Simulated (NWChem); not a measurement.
System: C2H4FNSi; SMILES F[C@@H]1N=C[SiH2]1

Here is an NWChem input.

```
start job
memory heap 200 mb stack 900 mb global 1100 mb
geometry units angstroms noautosym nocenter noautoz
  F      0.476851    -1.854705    -0.260576
  C      0.037417    -0.769056     0.466536
  N     -1.305367    -0.322514     0.014268
  C     -1.133148     0.936913    -0.225971
  Si     0.739193     0.979139     0.018034
  H     -0.015273    -1.068687     1.519399
  H     -1.975544     1.569655    -0.509779
  H      1.372968     1.872731     1.031869
  H      1.536176     1.027801    -1.235278
end
basis spherical
  F library pcsseg-1
  C library pcsseg-1
  N library pcsseg-1
  Si library pcsseg-1
  H library pcsseg-1
end
dft
  xc pbe0
  iterations 150
end
property
  shielding
  efieldgrad
end
task dft property
```

Excerpt of the output:

```
             Northwest Computational Chemistry Package (NWChem) 7.3.0
             --------------------------------------------------------

                             Geometry "geometry" -> ""
                             -------------------------

 Output coordinates in angstroms (scale by  1.889725989 to convert to a.u.)

  No.       Tag          Charge          X              Y              Z
 ---- ---------------- ---------- -------------- -------------- --------------
    1 F                    9.0000     0.47685100    -1.85470500    -0.26057600
    2 C                    6.0000     0.03741700    -0.76905600     0.46653600
    3 N                    7.0000    -1.30536700    -0.32251400     0.01426800
    4 C                    6.0000    -1.13314800     0.93691300    -0.22597100
    5 Si                  14.0000     0.73919300     0.97913900     0.01803400
    6 H                    1.0000    -0.01527300    -1.06868700     1.51939900
    7 H                    1.0000    -1.97554400     1.56965500    -0.50977900
    8 H                    1.0000     1.37296800     1.87273100     1.03186900
    9 H                    1.0000     1.53617600     1.02780100    -1.23527800

 Effective nuclear repulsion energy (a.u.)     216.1081398978

                              NWChem Property Module
                              ----------------------

  itol2e modified to match energy
  convergence criterion.

                                 NWChem DFT Module
                                 -----------------

 Summary of "ao basis" -> "ao basis" (spherical)
 ------------------------------------------------------------------------------
       Tag                 Description            Shells   Functions and Types
 ---------------- ------------------------------  ------  ---------------------
 F                          pcsseg-1                 7       17   3s3p1d
 C                          pcsseg-1                 7       17   3s3p1d
 N                          pcsseg-1                 7       17   3s3p1d
 Si                         pcsseg-1                10       24   4s5p1d
 H                          pcsseg-1                 3        5   2s1p

  itol2e modified to match energy
  convergence criterion.

            General Information
            -------------------
          SCF calculation type: DFT
          Wavefunction type:  closed shell.
          No. of atoms     :     9
          No. of electrons :    46
           Alpha electrons :    23
            Beta electrons :    23
          Charge           :     0
          Spin multiplicity:     1
          Use of symmetry is: off; symmetry adaption is: off
          Maximum number of iterations: 150
          AO basis - number of functions:   112
                     number of shells:    50
          Convergence on energy requested:  1.00D-07
          Convergence on density requested:  1.00D-05
          Convergence on gradient requested:  5.00D-04

              XC Information
              --------------
                         PBE0 Method XC Functional
                     Hartree-Fock (Exact) Exchange  0.250
          PerdewBurkeErnzerhof Exchange Functional  0.750
            Perdew 1991 LDA Correlation Functional  1.000 local
           PerdewBurkeErnz. Correlation Functional  1.000 non-local

             Grid Information
             ----------------
          Grid used for XC integration:  fine
          Radial quadrature: Mura-Knowles
          Angular quadrature: Lebedev.
          Tag              B.-S. Rad. Rad. Pts. Rad. Cut. Ang. Pts.
          ---              ---------- --------- --------- ---------
          F                   0.50       70          11.0       590
          C                   0.70       70          10.0       590
          N                   0.65       70          11.0       590
          Si                  1.10      123          10.0       770
          H                   0.35       60          11.0       590
          Grid pruning is: on
          Number of quadrature shells:   643
          Spatial weights used:  Erf1

      Superposition of Atomic Density Guess
      -------------------------------------

 Sum of atomic energies:        -519.76552917

      Non-variational initial energy
      ------------------------------

 Total energy =    -521.981189
 1-e energy   =   -1145.863655
 2-e energy   =     407.774326
 HOMO         =      -0.270766
 LUMO         =      -0.046924

   convergence    iter        energy       DeltaE   RMS-Dens  Diis-err
 ---------------- ----- ----------------- --------- --------- ---------
 d= 0,ls=0.0,diis     1   -522.1377332453 -7.38D+02  8.94D-03  8.47D-01
 d= 0,ls=0.0,diis     2   -522.0973339082  4.04D-02  5.69D-03  1.33D+00
 d= 0,ls=0.0,diis     3   -522.2199314208 -1.23D-01  1.50D-03  7.35D-02
 d= 0,ls=0.0,diis     4   -522.2244330283 -4.50D-03  8.39D-04  2.37D-02
 d= 0,ls=0.0,diis     5   -522.2269317859 -2.50D-03  1.66D-04  1.05D-03
  Resetting Diis
 d= 0,ls=0.0,diis     6   -522.2270396373 -1.08D-04  4.21D-05  4.64D-05
 d= 0,ls=0.0,diis     7   -522.2270439397 -4.30D-06  2.77D-05  3.48D-06
 d= 0,ls=0.0,diis     8   -522.2270435627  3.77D-07  1.44D-05  6.75D-06
 d= 0,ls=0.0,diis     9   -522.2270443679 -8.05D-07  2.28D-06  2.31D-07
 d= 0,ls=0.0,diis    10   -522.2270443908 -2.29D-08  6.52D-07  8.56D-09

         Total DFT energy =     -522.227044390810
      One electron energy =    -1149.185933298586
           Coulomb energy =      461.059664029290
    Exchange-Corr. energy =      -50.208915019286
 Nuclear repulsion energy =      216.108139897772

 Numeric. integr. density =       46.000000110790

                       DFT Final Molecular Orbital Analysis
                       ------------------------------------

 Vector   21  Occ=2.000000D+00  E=-3.516068D-01
              MO Center= -3.5D-01,  3.9D-01, -1.1D-01, r^2= 3.3D+00
   Bfn.  Coefficient  Atom+Function         Bfn.  Coefficient  Atom+Function
  ----- ------------  ---------------      ----- ------------  ---------------
    43      0.273603  3 N  pz                46      0.235371  3 N  pz
    60      0.234996  4 C  pz               108      0.218988  9 H  s
    63      0.195344  4 C  pz                84     -0.174485  5 Si pz
   103     -0.168442  8 H  s                109      0.132489  9 H  s
    40      0.131417  3 N  pz               104     -0.116451  8 H  s

 Vector   22  Occ=2.000000D+00  E=-3.194145D-01
              MO Center= -8.1D-02, -1.6D-01,  8.1D-02, r^2= 3.0D+00
   Bfn.  Coefficient  Atom+Function         Bfn.  Coefficient  Atom+Function
  ----- ------------  ---------------      ----- ------------  ---------------
    83      0.239444  5 Si py                93      0.221917  6 H  s
    20     -0.205701  2 C  s                 58      0.204926  4 C  px
    25     -0.202102  2 C  py                11      0.174223  1 F  py
     8      0.168395  1 F  py                98     -0.164300  7 H  s
    61      0.146503  4 C  px                12     -0.143157  1 F  pz

 Vector   23  Occ=2.000000D+00  E=-2.683198D-01
              MO Center= -7.2D-01, -1.6D-02,  7.9D-02, r^2= 2.9D+00
   Bfn.  Coefficient  Atom+Function         Bfn.  Coefficient  Atom+Function
  ----- ------------  ---------------      ----- ------------  ---------------
    44      0.336561  3 N  px                41      0.306269  3 N  px
    72     -0.198659  5 Si s                 24     -0.192919  2 C  px
    45      0.187003  3 N  py                82      0.182107  5 Si px
    71     -0.168630  5 Si s                 37     -0.164622  3 N  s
   104      0.158457  8 H  s                 38      0.154925  3 N  px

[...]

          -----------------------------------------
          Chemical Shielding Tensors (GIAO, in ppm)
          -----------------------------------------

                                NWChem CPHF Module
                                ------------------

  scftype          =     RHF
  nclosed          =       23
  nopen            =        0
  variables        =     2047
  # of vectors     =        3
  tolerance        = 0.10D-03
  level shift      = 0.00D+00
  max iterations   =       50
  max subspace     =       30

 SCF residual:    4.8048653529904440E-005

Iterative solution of linear equations
  No. of variables     2047
  No. of equations        3
  Maximum subspace       30
        Iterations       50
       Convergence  1.0D-04

   iter   nsub   residual    time
   ----  ------  --------  ---------
     1      3    9.23D-01      45.6
     2      6    1.44D-01      51.1
     3      9    4.53D-03      56.7
     4     12    6.84D-04      62.1
     5     15    3.00D-05      67.7

      Atom:    1  F
        Diamagnetic
    468.7761     -7.8920     -5.7437
     -7.8920    482.6096     10.3158
     -5.7437     10.3158    471.7559

        Paramagnetic
    -70.6640    -21.6475     62.2762
    -21.6475   -129.3501      5.1921
     62.2762      5.1921   -177.7401

        Total Shielding Tensor
    398.1122    -29.5396     56.5325
    -29.5396    353.2595     15.5079
     56.5325     15.5079    294.0158

           isotropic =     348.4625
          anisotropy =     120.7688

          Principal Components and Axis System
                 1           2           3
              428.9750    354.8279    261.5846

      1         0.8966      0.1449     -0.4184
      2        -0.2795      0.9181     -0.2809
      3         0.3435      0.3688      0.8637

      Atom:    2  C
        Diamagnetic
    248.7537     -5.0290      1.2502
     -5.0290    249.1446      3.9673
      1.2502      3.9673    238.2551

        Paramagnetic
   -169.2663     -3.6173    -16.3772
     -3.6173   -165.9712     18.5701
    -16.3772     18.5701   -162.9663

        Total Shielding Tensor
     79.4874     -8.6462    -15.1270
     -8.6462     83.1734     22.5374
    -15.1270     22.5374     75.2888

           isotropic =      79.3165
          anisotropy =      47.2652

          Principal Components and Axis System
                 1           2           3
              110.8266     72.6399     54.4831

      1        -0.4698      0.8321      0.2949
      2         0.6413      0.5512     -0.5337
      3         0.6067      0.0616      0.7926

      Atom:    3  N
        Diamagnetic
    325.8509    -12.4683      4.6337
    -12.4683    338.2167     -6.1694
      4.6337     -6.1694    318.1923

        Paramagnetic
   -704.4866    248.6064   -184.8440
    248.6064   -846.4311    226.6373
   -184.8440    226.6373   -279.8014

        Total Shielding Tensor
   -378.6358    236.1381   -180.2103
    236.1381   -508.2144    220.4679
   -180.2103    220.4679     38.3909

           isotropic =    -282.8197
          anisotropy =    -755.5081

          Principal Components and Axis System
                 1           2           3
             -786.4918   -198.7894    136.8220

      1        -0.5774      0.7865     -0.2192
      2         0.7484      0.6172      0.2428
      3        -0.3262      0.0239      0.9450

      Atom:    4  C
        Diamagnetic
    259.1573      2.3800      3.1899
      2.3800    264.5765     -4.6229
      3.1899     -4.6229    240.5527

        Paramagnetic
   -358.3983     39.3565    -55.9017
     39.3565   -315.6762     61.8559
    -55.9017     61.8559   -134.4017

        Total Shielding Tensor
    -99.2410     41.7366    -52.7118
     41.7366    -51.0997     57.2330
    -52.7118     57.2330    106.1511

           isotropic =     -14.7299
          anisotropy =    -196.3932

          Principal Components and Axis System
                 1           2           3
             -145.6587    131.2197    -29.7507

      1         0.7999     -0.1705      0.5754
      2        -0.5269      0.2594      0.8094
      3         0.2872      0.9506     -0.1177

      Atom:    5  Si
        Diamagnetic
    881.2030      2.1143      0.8255
      2.1143    880.8166     -0.6166
      0.8255     -0.6166    875.0539

        Paramagnetic
   -507.8681    -50.4302     31.0794
    -50.4302   -468.9615    -67.1933
     31.0794    -67.1933   -579.7137

        Total Shielding Tensor
    373.3349    -48.3159     31.9048
    -48.3159    411.8551    -67.8099
     31.9048    -67.8099    295.3403

           isotropic =     360.1768
          anisotropy =     172.6005

          Principal Components and Axis System
                 1           2           3
              475.2437    341.9371    263.3494

      1        -0.4909      0.8660     -0.0957
      2         0.7830      0.4866      0.3875
      3        -0.3822     -0.1153      0.9169

      Atom:    6  H
        Diamagnetic
     22.5234     -1.5696      0.4399
     -1.5696     25.0034     -4.0194
      0.4399     -4.0194     38.3535

        Paramagnetic
      0.4947      1.2061     -2.7343
      1.2061      0.8335      6.0890
     -2.7343      6.0890    -11.2275

        Total Shielding Tensor
     23.0181     -0.3635     -2.2944
     -0.3635     25.8369      2.0696
     -2.2944      2.0696     27.1260

           isotropic =      25.3270
          anisotropy =       6.0297

          Principal Components and Axis System
                 1           2           3
               29.3468     24.7222     21.9119

      1        -0.3196      0.3513      0.8800
      2         0.5056      0.8487     -0.1552
      3         0.8014     -0.3954      0.4489

      Atom:    7  H
        Diamagnetic
     34.3828     -8.1385      3.7337
     -8.1385     32.2990     -3.3121
      3.7337     -3.3121     24.1937

        Paramagnetic
    -11.9113     10.9412     -5.5129
     10.9412    -11.4575      5.0527
     -5.5129      5.0527     -0.9244

        Total Shielding Tensor
     22.4716      2.8026     -1.7792
      2.8026     20.8415      1.7406
     -1.7792      1.7406     23.2693

           isotropic =      22.1941
          anisotropy =       3.9510

          Principal Components and Axis System
                 1           2           3
               24.8281     24.0986     17.6556

      1         0.7801      0.2645     -0.5670
      2         0.3116      0.6216      0.7187
      3        -0.5425      0.7373     -0.4025

      Atom:    8  H
        Diamagnetic
     26.2336      4.9085      4.8119
      4.9085     28.4118      5.8063
      4.8119      5.8063     27.2106

        Paramagnetic
     -0.5541     -2.7636     -2.5625
     -2.7636     -1.6515     -4.7904
     -2.5625     -4.7904     -3.5389

        Total Shielding Tensor
     25.6795      2.1449      2.2494
      2.1449     26.7603      1.0159
      2.2494      1.0159     23.6717

           isotropic =      25.3705
          anisotropy =       5.9182

          Principal Components and Axis System
                 1           2           3
               29.3159     24.6119     22.1836

      1         0.6318      0.5169     -0.5776
      2         0.6789     -0.7286      0.0906
      3         0.3740      0.4494      0.8113

      Atom:    9  H
        Diamagnetic
     28.1802      1.7317     -7.0059
      1.7317     23.2813     -1.5108
     -7.0059     -1.5108     30.2485

        Paramagnetic
     -1.8335     -1.0290      4.8541
     -1.0290      1.9186      0.5301
      4.8541      0.5301     -4.5247

        Total Shielding Tensor
     26.3466      0.7026     -2.1519
      0.7026     25.1998     -0.9807
     -2.1519     -0.9807     25.7238

           isotropic =      25.7568
          anisotropy =       4.2866

          Principal Components and Axis System
                 1           2           3
               28.6145     24.8669     23.7888

      1         0.7019     -0.4092      0.5830
      2         0.3263      0.9123      0.2475
      3        -0.6332      0.0165      0.7738
```

Level: PBE0/pcSseg-1, GIAO. Structure relaxed at the B3LYP/6-31G* (spherical d) level. NWChem prints the field gradient with the sign opposite to the second derivative of the potential. The printed shielding anisotropy is the first printed principal value minus the mean of the other two.
